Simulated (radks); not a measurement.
The numbers below are computed, except where a source is named.
Problem. The technetium ion Tc6+ is in [Kr] 4d1. Code: a radial shooting solver on a logarithmic mesh with Libxc functionals. Model: scalar-relativistic Kohn-Sham, r2SCAN, spin-polarised, spherical densities, finite nucleus; meta-GGA in the generalised Kohn-Sham scheme; Fermi nuclear charge, rms radius of each element as measured or else 0.836 A^(1/3) + 0.57 fm. Open shells are filled with parallel spins first. One electron is removed from 4p, 4d, 4s, 3d in turn, with full relaxation. Which removal costs least, and what does each cost?

Solution. 4d 88.361 eV; 4p 133.52 eV; 4s 164.44 eV; 3d 358.89 eV. The 4d electron leaves first.
